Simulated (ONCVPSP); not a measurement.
## Ranking ONCV potentials for calcium

All share these settings but for the change named:

calcium, optimised norm-conserving Vanderbilt (ONCV), made with ONCVPSP 4.0.1 (PBE, scalar-relativistic). Core [Ne], reference 3s2 3p6 4s1.5 (charge +0.5). Waves: 3s+4s: rc 2.20 bohr, ncon 3, nbas 7, qcut 6.1 1/bohr, 2 projectors; 3p: rc 1.35 bohr, ncon 4, nbas 9, qcut 5.7 1/bohr, 1 projector; d scattering state at 0.09 Ha: rc 2.10 bohr, ncon 4, nbas 7, qcut 4.7 1/bohr, 3 projectors, debl 0.9 Ha; f scattering state at 0.18 Ha: rc 2.15 bohr, ncon 3, nbas 7, qcut 5.1 1/bohr, 1 projector. Local part: polynomial inside 1.00 bohr (lpopt 3, dvloc0 6 Ha). Core correction: Teter function, fcfact 3.75, rcfact 1.65.

In the d channel the program set the typed energies aside and used -0.183, 0.717, 1.617 Ha.

Test errors are all-electron minus pseudo excitation energies from the reference, over 3s2 3p6 4s2; 3s2 3p6 4s1; 3s2 3p6 4s0; 3s2 3p6 3d0.5 4s1.5. None of these files shows a bound ghost.

The base gives 9.7 meV.

Of 9 variants that were run, those that failed, showed a ghost or another fault, or gave nearly equal values are left out.

(1) Rank these variants by their largest absolute test error, smallest first.
A. s: qcut 8.2; p: qcut 7.7; d: qcut 6.3; f: qcut 6.9
B. s: qcut 9; p: qcut 8.4; d: qcut 7; f: qcut 7.5
C. s: qcut 7.5; p: qcut 7; d: qcut 5.8; f: qcut 6.3

Answers

(1) B (4.2 meV), A (5.2 meV), C (6.2 meV).
